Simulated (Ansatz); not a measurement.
Gas-phase electronic energies from Ansatz, PBE0-D4/def2-TZVP geometries. CCSD(T)/CBS adds triple-zeta CCSD(T) − MP2 to the extrapolated MP2 energy (def2 sets, frozen cores). DFT in def2-TZVPP. For Ga outer-core shells are correlated without core-valence functions, which leaves a few kJ/mol of doubt a bond. Scalar relativity is left out up to krypton. One conformer a species, not always the lowest.

Reaction (redistribution): `[OH][Ga]([Cl])[O][SiH3]` + `[CH3][AlH][OH]` → `[OH][GaH][Cl]` + `[OH][AlH][CH2]O[SiH3]`

```json
{"level": "PBE", "ΔE (kJ/mol)": "157.4"}
{"level": "HF/CBS(def2)", "ΔE (kJ/mol)": "196.9"}
```

Q: What does CCSD(T)/CBS give? (Best estimate.)

A: Computed: +178.7 kJ/mol. The listed levels differ from it by -21.3, 18.2 kJ/mol.

Largest T1 diagnostic among the species: 0.013.

From PBE to PBE0 (25 % exact exchange), in def2-TZVPP and without D4, ΔE moves by +8.6 kJ/mol. In def2-TZVPP, CCSD(T) changes the Hartree–Fock value by −14.4 kJ/mol (the triples alone add −2.8 kJ/mol) and MP2 by −5.0 kJ/mol.
